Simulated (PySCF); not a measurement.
Spectrum to structure. Method: TDDFT CAM-B3LYP/def2-SVPD, vertical, gas phase, core orbitals frozen in the response (PySCF 2.14.0, density-fitted response routines). Geometries: PBE0-D3(BJ)/def2-SVP, one conformer each. Relativistic effects are left out although some hold elements past zinc.

```json
{"state": "S1", "E (eV)": "6.65", "f": "0.221"}
{"state": "S2", "E (eV)": "6.90", "f": "0.052"}
{"state": "S3", "E (eV)": "6.96", "f": "0.157"}
{"state": "S4", "E (eV)": "7.15", "f": "0.049"}
{"state": "S5", "E (eV)": "7.33", "f": "0.119"}
{"state": "S6", "E (eV)": "7.53", "f": "0.023"}
{"state": "S7", "E (eV)": "7.61", "f": "0.128"}
{"state": "S8", "E (eV)": "7.66", "f": "0.220"}
{"state": "S9", "E (eV)": "7.77", "f": "0.034"}
{"state": "S10", "E (eV)": "7.82", "f": "0.020"}
```

**Question.** Which structure fits?
A. `[SeH][SiH2]C1CCC1`
B. `CC[SiH2][SeH]`
C. `C(C)[SiH2][GeH2][GeH3]`
D. `C[Si](C)(C)N`
E. `C[Si](C)(C)Br`

**Answer.** C. Its S1 lies at 6.65 eV; the nearest of the others has S1 at 6.33 eV. S1 is HOMO→LUMO (82%). Löwdin shares by element: HOMO germanium 53%, silicon 21%, hydrogen 5% or more (atoms not listed hold the other 20%); LUMO germanium 41%, silicon 12%, hydrogen 10% or more (atoms not listed hold the other 37%). At the same level the other candidates give, for their lowest levels:
- `[SeH][SiH2]C1CCC1`: 5.31 eV (f 0.005); 5.71 eV (f 0.037); 6.81 eV (f 0.012); 7.05 eV (f 0.013); 7.21 eV (f 0.057); T1 4.89 eV; HOMO -8.11, LUMO 0.69 eV
- `CC[SiH2][SeH]`: 5.30 eV (f 0.005); 5.73 eV (f 0.039); 6.79 eV (f 0.012); 7.04 eV (f 0.001); 7.27 eV (f 0.051); T1 4.88 eV; HOMO -8.16, LUMO 0.68 eV
- `C[Si](C)(C)N`: 6.33 eV (f 0.053); 7.59 eV (f 0.019); 7.73 eV (f 0.006); 8.04 eV (f 0.070); 8.22 eV (f 0.019); T1 6.01 eV; HOMO -8.46, LUMO 1.01 eV
- `C[Si](C)(C)Br`: 7.22 eV (f 0.087 summed over 2 states); 7.68 eV (f 0.133 summed over 2 states); 8.50 eV (f 0.018 summed over 2 states); 8.61 eV (f 0.000); 8.64 eV (f 0.003 summed over 2 states) [of 10 roots; the last level is left out, as the window may have cut its degenerate partner]; T1 6.83 eV; HOMO -9.26, LUMO 0.95 eV

Conformer computed: `[CH3:1][CH2:2][SiH2:3][GeH2:4][GeH3:5]`: C1–C2–Si3–Ge4 60°, C2–Si3–Ge4–Ge5 41°.
Triplets come from the Tamm–Dancoff approximation.
